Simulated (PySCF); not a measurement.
Löwdin shares of the frontier orbitals

Compound: C6H10N2.
Geometry (GFN2-xTB, Å), atoms numbered from 1 in this order:
```
atom  x, y, z in Å
C1     1.8717    1.0924    0.6022
C2     1.7595   -0.1596   -0.2574
C3     0.6656   -1.1011    0.2610
N4    -0.6471   -0.5529    0.0600
C5    -1.3971   -0.6199   -1.0577
C6    -2.5501    0.0879   -0.8102
C7    -2.3955    0.5551    0.5011
N8    -1.2430    0.1613    1.0080
H9     0.9064    1.5866    0.6773
H10    2.1995    0.8342    1.6064
H11    2.5879    1.7881    0.1723
H12    2.7101   -0.6960   -0.2584
H13    1.5285    0.1183   -1.2884
H14    0.7230   -2.0644   -0.2540
H15    0.7917   -1.2579    1.3346
H16   -1.0718   -1.1600   -1.9243
H17   -3.3794    0.2432   -1.4689
H18   -3.0689    1.1511    1.0846
```

Computed, not measured: TDDFT PBE0/def2-SVPD, vertical, gas phase, core orbitals frozen in the response (PySCF 2.14.0, density-fitted response routines).

Frontier orbitals with the atoms that hold most of them (Löwdin shares over 4%, at most four atoms; ? is withheld):

| orbital | ε (eV) | atoms |
| --- | --- | --- |
| LUMO+2 | 1.42 | C1 20%, H16 14%, H10 11%, C5 10% |
| LUMO+1 | 0.82 | C2 14%, C5 12%, H13 10%, H16 9% |
| LUMO | 0.37 | C5 19%, N8 17%, N4 16%, C6 9% |
| HOMO | ? | ? |
| HOMO-1 | -7.17 | ? |
| HOMO-2 | -8.13 | N8 64%, C7 11%, N4 9%, C6 5% |
| HOMO-3 | -9.72 | C2 25%, C1 23%, H13 14%, H10 13% |

Problem. Which atoms hold the HOMO-1, and with what shares?

Solution. C7 (bonded to C, N and H) 24%; N8 (bonded to C and N) 22%; N4 (bonded to 2 C and N) 20%; C5 (bonded to C, N and H) 17%. By element: nitrogen 42%, carbon 41% or more.

Problem. Give the leading atoms of the HOMO.

Solution. C6 (bonded to 2 C and H) 34%; C5 (bonded to C, N and H) 16%; N4 (bonded to 2 C and N) 15%; N8 (bonded to C and N) 14%. By element: carbon 50% or more, nitrogen 29%.

Problem. What is the HOMO energy, and the HOMO–LUMO gap?

Solution. ε(HOMO) = -7.11 eV; the gap is 7.47 eV (0.2747 hartree).

Problem. How does S1 compare with the orbital gap of 7.47 eV?

Solution. S1 is at 6.50 eV (f = 0.124), 0.97 eV below the gap, made of HOMO→LUMO (64%), HOMO-1→LUMO (24%). Without the coupling terms of the response equations the lowest excitation would equal the gap.

Problem. One configuration dominates each of S3, S4 and S5. Which, and how do the shares of the two leading atoms of either orbital change from the occupied to the empty one?

Solution. 
- S3 (6.80 eV, f 0.0079), HOMO-2→LUMO (86%): N8 64% → 17%, C7 11% → at most 10%, C5 at most 6% → 19%
- S4 (6.92 eV, f 0.023), HOMO→LUMO+1 (83%): C6 34% → at most 9%, C5 16% → 12%, C2 at most 14% → 14%
- S5 (7.01 eV, f 0.026), HOMO-1→LUMO+1 (83%): C7 24% → at most 9%, N8 22% → at most 9%, C2 at most 18% → 14%, C5 17% → 12%

Löwdin shares depend on the basis, the more so with diffuse functions.

One conformer stands for the species.
